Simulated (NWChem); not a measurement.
The numbers come from NWChem runs, not from measurements. System: CH$_{2}$F, charge 0, spin multiplicity 2, displaced from the optimised geometry. The structure started from a generated list of species. Its SCF solution wasn't tested for a lower state.

The NWChem input:

```
start mol
memory heap 200 mb stack 900 mb global 1100 mb
geometry units angstroms nocenter noautoz
  C     -0.653364     0.075501     0.000000
  F      0.692403    -0.040191     0.000000
  H     -1.155720    -0.045643     0.986292
  H     -1.155720    -0.045643    -0.986292
  symmetry group Cs
end
basis spherical
  * library def2-svp
end
dft
  xc becke88 lyp
  odft
  mult 2
  semidirect memsize 60000000 filesize 0
  iterations 100
  convergence nodiis damp 40
end
task dft gradient
```

The output up to the point where the run's verdict is printed (cleaned and shortened):

```
             Northwest Computational Chemistry Package (NWChem) 7.3.0
             --------------------------------------------------------

                                NWChem Input Module
                                -------------------

 Scaling coordinates for geometry "geometry" by  1.889725989
 (inverse scale =  0.529177249)

 Turning off AUTOSYM since
 SYMMETRY directive was detected!

                             Geometry "geometry" -> ""
                             -------------------------

 Output coordinates in angstroms (scale by  1.889725989 to convert to a.u.)

  No.       Tag          Charge          X              Y              Z
 ---- ---------------- ---------- -------------- -------------- --------------
    1 C                    6.0000    -0.65336400     0.07550100     0.00000000
    2 F                    9.0000     0.69240300    -0.04019100     0.00000000
    3 H                    1.0000    -1.15572000    -0.04564300     0.98629200
    4 H                    1.0000    -1.15572000    -0.04564300    -0.98629200

 Effective nuclear repulsion energy (a.u.)      31.6739006077

            Nuclear Dipole moment (a.u.)
            ----------------------------
        X                 Y               Z
 ---------------- ---------------- ----------------
     0.0000056692     0.0000018897     0.0000000000

      Symmetry information
      --------------------

 Group name             Cs
 Group number              2
 Group order               2
 No. of unique centers     3

      Symmetry unique atoms

     1    2    3


 Summary of "ao basis" -> "" (spherical)
 ------------------------------------------------------------------------------
       Tag                 Description            Shells   Functions and Types
 ---------------- ------------------------------  ------  ---------------------
 *                          def2-svp                  on all atoms

                                 NWChem DFT Module
                                 -----------------

 Summary of "ao basis" -> "ao basis" (spherical)
 ------------------------------------------------------------------------------
[...]
 d= 0,ls=0.5         73   -118.5057245265 -6.89D+00  2.16D-01               7.1
                                                     1.59D-01
 d= 0,ls=0.5         74   -111.6146093311  6.89D+00  2.16D-01               7.2
                                                     1.59D-01
 d= 0,ls=0.5         75   -118.5057245265 -6.89D+00  2.16D-01               7.3
                                                     1.59D-01
 d= 0,ls=0.5         76   -111.6146093311  6.89D+00  2.16D-01               7.4
                                                     1.59D-01
 d= 0,ls=0.5         77   -118.5057245265 -6.89D+00  2.16D-01               7.5
                                                     1.59D-01
 d= 0,ls=0.5         78   -111.6146093311  6.89D+00  2.16D-01               7.5
                                                     1.59D-01
 d= 0,ls=0.5         79   -118.5057245265 -6.89D+00  2.16D-01               7.6
                                                     1.59D-01
 d= 0,ls=0.5         80   -111.6146093311  6.89D+00  2.16D-01               7.7
                                                     1.59D-01
 d= 0,ls=0.5         81   -118.5057245265 -6.89D+00  2.16D-01               7.8
                                                     1.59D-01
 d= 0,ls=0.5         82   -111.6146093311  6.89D+00  2.16D-01               7.9
                                                     1.59D-01
 d= 0,ls=0.5         83   -118.5057245265 -6.89D+00  2.16D-01               8.0
                                                     1.59D-01
 d= 0,ls=0.5         84   -111.6146093311  6.89D+00  2.16D-01               8.1
                                                     1.59D-01
 d= 0,ls=0.5         85   -118.5057245265 -6.89D+00  2.16D-01               8.2
                                                     1.59D-01
 d= 0,ls=0.5         86   -111.6146093311  6.89D+00  2.16D-01               8.3
                                                     1.59D-01
 d= 0,ls=0.5         87   -118.5057245265 -6.89D+00  2.16D-01               8.4
                                                     1.59D-01
 d= 0,ls=0.5         88   -111.6146093311  6.89D+00  2.16D-01               8.5
                                                     1.59D-01
 d= 0,ls=0.5         89   -118.5057245265 -6.89D+00  2.16D-01               8.6
                                                     1.59D-01
 d= 0,ls=0.5         90   -111.6146093311  6.89D+00  2.16D-01               8.7
                                                     1.59D-01
 d= 0,ls=0.5         91   -118.5057245265 -6.89D+00  2.16D-01               8.8
                                                     1.59D-01
 d= 0,ls=0.5         92   -111.6146093311  6.89D+00  2.16D-01               8.9
                                                     1.59D-01
 d= 0,ls=0.5         93   -118.5057245265 -6.89D+00  2.16D-01               9.0
                                                     1.59D-01
 d= 0,ls=0.5         94   -111.6146093311  6.89D+00  2.16D-01               9.1
                                                     1.59D-01
 d= 0,ls=0.5         95   -118.5057245265 -6.89D+00  2.16D-01               9.2
                                                     1.59D-01
 d= 0,ls=0.5         96   -111.6146093311  6.89D+00  2.16D-01               9.3
                                                     1.59D-01
 d= 0,ls=0.5         97   -118.5057245265 -6.89D+00  2.16D-01               9.3
                                                     1.59D-01
 d= 0,ls=0.5         98   -111.6146093311  6.89D+00  2.16D-01               9.4
                                                     1.59D-01
 d= 0,ls=0.5         99   -118.5057245265 -6.89D+00  2.16D-01               9.5
                                                     1.59D-01
 d= 0,ls=0.5        100   -111.6146093311  6.89D+00  2.16D-01               9.6
                                                     1.59D-01
```

The run did not converge; its last values are not results. The next line reads: Calculation failed to converge. NWChem stopped with the message: dft gradient failed.
